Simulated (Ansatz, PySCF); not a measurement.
Species: HS2, charge -1, multiplicity 1. 
Structure (B3LYP-D3(BJ)/def2-TZVP (Ansatz, a program for electronic structure) minimum search):
```xyz
3

S      0.9928    -0.4648     0.0070
S     -0.8838     0.4990    -0.0059
H     -1.7439    -0.5473    -0.0190
```
Charge -1, spin multiplicity 1.

Total electronic energies in hartree. Correlated levels leave the core frozen unless marked. No spin-orbit coupling. No relativistic terms. FCI takes restricted orbitals. Basis-set limits of correlation are two-point, X^-3; Hartree-Fock from the larger set.

```json
[
 {"level": "HF/def2-TZVPD", "program": "PySCF", "energy (Eh)": "-795.69299"},
 {"level": "HF/cc-pV(Q+d)Z", "program": "Ansatz", "energy (Eh)": "-795.71117"},
 {"level": "revPBE-D4/def2-TZVPD", "program": "Ansatz + dftd4", "energy (Eh)": "…"},
 {"level": "BP86-D3(BJ)/def2-TZVPD", "program": "PySCF + dftd3", "energy (Eh)": "-797.15202"},
 {"level": "PW6B95/def2-TZVPD", "program": "PySCF", "energy (Eh)": "…"},
 {"level": "LC-wPBE-D4/def2-TZVPD", "program": "Ansatz + dftd4", "energy (Eh)": "-796.82632"},
 {"level": "B2PLYP-D3(BJ)/def2-TZVPD", "program": "Ansatz + dftd3", "energy (Eh)": "-796.80194"},
 {"level": "MP2/def2-TZVPP", "program": "Ansatz", "energy (Eh)": "-796.04388"},
 {"level": "MP2/cc-pV(Q+d)Z", "program": "Ansatz", "energy (Eh)": "-796.10463"},
 {"level": "MP2/cc-pV(5+d)Z", "program": "Ansatz", "energy (Eh)": "-796.12214"},
 {"level": "CCSD/def2-QZVPP", "program": "Ansatz", "energy (Eh)": "-796.13549"},
 {"level": "CCSD(T)/6-31G*", "program": "Ansatz", "energy (Eh)": "-795.88997"},
 {"level": "CCSD(T)/cc-pV(Q+d)Z", "program": "Ansatz", "energy (Eh)": "-796.15536"},
 {"level": "FCI/STO-3G", "program": "Ansatz", "energy (Eh)": "-786.76858"},
 {"level": "CCSD(T)/CBS(aug-cc-pV(T+d)Z,aug-cc-pV(Q+d)Z)", "program": "Ansatz", "energy (Eh)": "-796.1830"}
]
```

Fill in the missing entries.


- revPBE-D4/def2-TZVPD, energy (Eh): -796.92199
- PW6B95/def2-TZVPD, energy (Eh): -797.70238
